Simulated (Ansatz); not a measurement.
A single point on C₃H₄BClS, SMILES `ClC1=CCSB1`.

```yaml
crystal:
  periodic: [false, false, false]
  atoms:
    - {symbol: Cl, position_ang: [1.780512, -0.499937, -2.116288]}
    - {symbol: C, position_ang: [0.695839, -0.041607, -0.855689]}
    - {symbol: C, position_ang: [0.175555, -0.933951, -0.001714]}
    - {symbol: C, position_ang: [-0.739019, -0.385547, 1.024910]}
    - {symbol: S, position_ang: [-0.867772, 1.408464, 0.784879]}
    - {symbol: B, position_ang: [0.235759, 1.408072, -0.602238]}
    - {symbol: H, position_ang: [0.386970, -1.998259, -0.028942]}
    - {symbol: H, position_ang: [-1.740006, -0.823083, 0.953049]}
    - {symbol: H, position_ang: [-0.375230, -0.579951, 2.039027]}
    - {symbol: H, position_ang: [0.530494, 2.394701, -1.193894]}
basis:
  gaussian: {orbitals: def2-QZVPP}
correlation: {method: mp2}
```

```sh
$ ansatz run in.yaml --threads 4 --pin off --events-out ev --progress --plain --max-ram 10444MiB
```

Shortened log:

```
Functional definition: HF
2925 factors; integrals over basis functions are off by at most 9.4e-4 eV
mean field evaluation 1: about -27147.1156 eV, gradient 3.2e1 eV
mean field evaluation 2: about -27147.3681 eV, gradient 3.2e1 eV
mean field evaluation 4: about -27150.5101 eV, gradient 5.2e0 eV
mean field evaluation 8: about -27150.6112 eV, gradient 3.7e-1 eV
mean field evaluation 16: about -27150.6126 eV, gradient 1.4e-6 eV
mean field -27150.61260710 eV, -997.7666099648 hartree, gradient 1.4e-6 eV, S^2 0.000000; 0 other end points of the search recorded, 0 dependent functions left out
14 core orbitals not correlated: weight in the atoms' cores, before any rotation towards them, 1.000 or more for the frozen orbitals, at most 0.000 for the correlated occupied ones
reference -27150.61260710 eV, -997.7666099648 hartree; 16, 16 occupied and 458, 458 virtual orbitals, 2925 factors
second order -27.43488205 eV of doubles, -0.00000000 eV of singles
Total energy: -27178.04748915 eV, -998.7748232841 hartree
```

Hardware: 4 threads of an Arm Neoverse V1 on a shared host. Wall time 31 s, peak host memory 3.4 GiB.
